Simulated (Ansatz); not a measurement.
Z-matrix (Å, degrees):
```
Ti
F 1 1.7319
Cl 1 2.1788 2 109.25
Cl 1 2.1791 2 109.23 3 119.87
Cl 1 2.1792 2 109.32 4 120.11
```
Charge 0, spin multiplicity 1.

All values below come from frozen-core CCSD(T)/def2-TZVPP // TPSS-D3(BJ)/def2-SVP (Ansatz, a first-principles code).

```json
{
 "HF energy": "-2326.69206 Ha",
 "MP2 correlation energy": "-1.25191 Ha"
}
```

**Question.** Estimate the CCSD correlation energy, the (T) correction, the total energy and the T1 diagnostic.

**Answer.** 
```json
{
 "CCSD correlation energy": "-1.27795 Ha",
 "(T) correction": "-0.07150 Ha",
 "CCSD(T) total energy": "-2328.04151 Ha",
 "T1 diagnostic": "0.025"
}
```
